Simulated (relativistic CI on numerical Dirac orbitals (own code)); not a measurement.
## What each ingredient does to the levels of Re¹⁹⁺

Base calculation: Dirac-Coulomb-Breit CI, KLI orbitals optimised for each configuration, model QED (radiative potential, 1s self-energy scaled to tabulated hydrogen-like ionisation energies), unscaled Slater integrals.

Configuration list (outside the closed core [Ar] 3d10): 4s2.4p6.4d10.4f10, 4s2.4p6.4d10.4f9.5s, 4s2.4p6.4d9.4f11, 4s2.4p6.4d10.4f9.6s, 4s2.4p5.4d10.4f11, 4s.4p6.4d10.4f11, 4s2.4p6.4d10.4f8.5s2, 4s2.4p6.4d10.4f7.5s2.6s, 4p6.4d10.4f12, 4p6.4d9.4f13, 4p5.4d10.4f13. Double excitations out of closed p, d and f shells are left out; levels of such configurations are missing from the list, as are those of other unlisted configurations, and high levels can miss mixing partners.

Variants: (1) configuration mixing switched off. Shifts of the energy above 4s2.4p6.4d10.4f10 5I_8, in cm⁻¹, for the lowest level and the first level of each name with at least 55 % of one term (blank where a level changes its place among those of its configuration and J or its character, or is not in the variant):

```tsv
Level	Base	Δ(1)
4s2.4p6.4d10.4f10 5I_8	0.0	0.0
4s2.4p6.4d10.4f10 5I_7	16915.9	-28.8
4s2.4p6.4d10.4f10 5I_6	26475.5	+60.2
4s2.4p6.4d10.4f10 5I_4	38707.4	+188.8
4s2.4p6.4d10.4f10 3K_8	43811.2	+333.5
4s2.4p6.4d10.4f10 5F_4	45249.9	+918.4
4s2.4p6.4d10.4f10 5G_6	51104.3	+425.2
4s2.4p6.4d10.4f10 5F_3	51658.9	+955.4
4s2.4p6.4d10.4f10 5F_1	54221.5	+1350.6
4s2.4p6.4d10.4f10 3K_7	58446.9	+384.5
4s2.4p6.4d10.4f10 3L_9	60081.0	+270.5
4s2.4p6.4d10.4f10 3H_6	63999.2	+530.8
4s2.4p6.4d10.4f10 5G_5	67769.4	+425.2
4s2.4p6.4d10.4f10 3K_6	69488.1	+464.3
4s2.4p6.4d10.4f10 3M_10	71919.8	+275.3
4s2.4p6.4d10.4f10 3P_1	78393.5	+1064.7
4s2.4p6.4d10.4f10 3P_0	82631.1	+932.5
4s2.4p6.4d10.4f10 3I_7	83810.4	+505.4
4s2.4p6.4d10.4f10 3L_7	88096.8	+337.1
4s2.4p6.4d10.4f10 3I_6	88259.8	+683.1
4s2.4p6.4d10.4f10 3M_9	89010.5	+278.0
4s2.4p6.4d10.4f10 3H_5	91638.2	+864.9
```

At this charge energies of transitions that change n are usually good to better than 1 %, and those within a shell (Δn = 0) to a few per cent. Terms inside the open d or f shell come out 10 to 20 % too wide with unscaled integrals.

Ionisation energy from the two ground configurations alone: base 504.755 eV. The NIST ASD value (theoretical) is 520 eV. The gap of more than 2 % comes from missing correlation, or from a tabulated value that is itself an estimate.

LS names give the leading component of a level, which can be under half, so a name can repeat, a term be missing and a line seem to break the LS rules.
